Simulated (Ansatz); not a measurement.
Mulliken charges of `O[SiH][O][GeH2][OH]` radical from r2SCAN/def2-TZVPP in Ansatz (PBE0-D4/def2-TZVP geometry).

```
atom   x (Å)   y (Å)   z (Å)  charge (e)
  O1  -1.625  -0.359   0.524      -0.419
 Si2  -0.679  -1.611  -0.036       0.477
  O3   0.739  -0.934  -0.443      -0.476
 Ge4   1.168   0.786  -0.674       0.581
  O5   0.556   1.689   0.711      -0.442
  H6  -2.567  -0.519   0.605       0.204
  H7  -0.436  -2.609   1.058      -0.090
  H8   2.692   0.881  -0.647      -0.004
  H9   0.510   1.240  -1.989      -0.034
 H10  -0.357   1.435   0.891       0.203
```

Task: By hand: the dipole of these point charges (1 e Å = 4.8032 D).

Result: Σ q r = (-0.147, -0.089, -0.452) e Å, of length 0.484 e Å = 2.32 D.

Task: How does the dipole of the full density compare? (Best estimate.)

Result: Ansatz gave: (-0.398, -0.075, -0.151) e Å, 2.08 D; the point charges give 1.12 times that, at 50° from its direction.

Point charges leave out the atoms' own dipoles, such as those of lone pairs, and Mulliken's split depends on the basis, so the two needn't agree.
